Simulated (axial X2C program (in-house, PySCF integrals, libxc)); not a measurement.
## InSi at several levels of theory

Computed with an in-house all-electron X2C program for linear molecules (integrals from PySCF). Spin-free means the one-electron spin-free X2C Hamiltonian; two-component (2c) means X2C with spin–orbit coupling and atomic mean-field two-electron Coulomb and Gaunt terms, so the difference of the two also holds small scalar two-electron terms. Basis: In dyall-cv3z [11s12p9d4f1g], Si dyall-v3z [8s7p2d1f] (cores contracted in-house); Gaussian nuclei, density fitting, unrestricted open shells. Masses: In 114.904 u, Si 27.977 u.

Input file and command:
```json
{
 "zs": [
  49,
  14
 ],
 "q": 0,
 "bas": [
  "dyall-cv3z",
  "dyall-v3z"
 ],
 "levels": [
  "PBE0",
  "HF",
  "LDA"
 ],
 "cc": true,
 "r0": 2.58,
 "thr": -1.0,
 "nmax": 90,
 "npts": 10,
 "nst": 2,
 "ntry": 6
}
```
```bash
python so2c.py task.json out
```

Keys: zs atomic numbers; q charge; bas basis sets; levels methods; cc coupled cluster on or off; r0 starting distance in Å; thr threshold in hartree for freezing inner shells (an s shell follows its p shell); nmax most natural virtual spinors; npts points on the curve; nst determinants followed; ntry starts of the search. HF also brings MP2.

State, spin-free: M_S = 3/2, Λ = 0 (beyond evenly filled blocks: σα, π+α, π-α); electrons by block: σα: 15, σβ: 14, π+α: 7, π+β: 6, π-α: 7, π-β: 6, δ+α: 2, δ+β: 2, δ-α: 2, δ-β: 2. Fragments: In + Si.

State, 2c: Ω = 3/2 (⟨Sz⟩ = 1.50, ⟨Lz⟩ = 0.00 at PBE0); electrons by block: 1/2: 21, -1/2: 21, 3/2: 9, -3/2: 8, 5/2: 2, -5/2: 2. Fragments: In + Si.

```
Hamiltonian    level  Re (Å)  ωe (cm⁻¹)  ωexe (cm⁻¹)  Be (cm⁻¹)  De (eV)  D0 (eV)  k (mdyn/Å)  μ (D)
  spin-free     PBE0   2.610      260.4        0.954       0.11     2.34     2.32       0.899  -2.04
  spin-free       HF   2.694      239.4        0.908     0.1032     1.45     1.43        0.76  -2.82
  spin-free      MP2   2.638      261.9        0.791     0.1076     2.15     2.13       0.909    n/a
  spin-free     CCSD   2.649      257.0        0.894     0.1068     2.01     2.00       0.876    n/a
  spin-free  CCSD(T)   2.644      259.6        0.891     0.1072     2.13     2.11       0.894    n/a
  spin-free      LDA   2.570      268.7         1.06     0.1135     2.85     2.83       0.957  -1.47
         2c     PBE0   2.609      260.2        0.956     0.1101      n/a      n/a       0.898  -2.03
         2c       HF   2.694      239.1        0.915     0.1033      n/a      n/a       0.758  -2.82
         2c      MP2   2.640      262.1        0.785     0.1075     2.00     1.98        0.91    n/a
         2c     CCSD   2.649      256.8        0.894     0.1067     1.86     1.85       0.874    n/a
         2c  CCSD(T)   2.644      259.5         0.89     0.1072     1.98     1.97       0.893    n/a
         2c      LDA   2.569      268.3         1.06     0.1136      n/a      n/a       0.954  -1.45
```

Correlated methods: 7 electrons correlated (number of frozen shells: In 4 s, 3 p, 2 d; Si 2 s, 1 p), 231 virtual spin orbitals or spinors in MP2, 90 natural virtuals in coupled cluster.

Dipoles are positive if Si is the positive end.

The state is a single determinant with fixed occupations, the lowest that a limited PBE0 search found. Dissociation energies refer to the lowest single-determinant-based atoms at the same level and basis. De is not given where an atomic determinant may have missed its ground term or J level, or where the truncated virtual space spoils (T). Density functionals use the spin component along the axis (collinear). CCSD and (T) use frozen natural virtuals with an MP2 correction for the truncation; (T) itself is uncorrected, so its De runs slightly low. The 2c atoms are single determinants rather than J levels; their spin–orbit lowering is only partly caught, and De is too large by that part. This holds for MP2, CCSD, CCSD(T). PBE0 can misorder states that lie within some tenths of an eV, so this need not be the ground state of the molecule. The nearest other spin-free determinant of the search, M_S = 1/2, Λ = 0, lies 0.32 eV up at the distance of the search. The functionals have no current-density term, which raises determinants with orbital currents, atoms included. With several unpaired electrons one determinant need not be a pure state. This is the top spin component of a Σ state; components of lower Ω are not single determinants and can lie lower. With the outer-core shells frozen, correlated bond lengths of heavy atoms tend to come out a few hundredths of an ångström too long.

Rough cost a point (2c) on 1 thread(s) of a shared host, integrals apart: PBE0 0.7 s, HF 0.8 s, CCSD(T) 4 s, LDA 0.26 s.
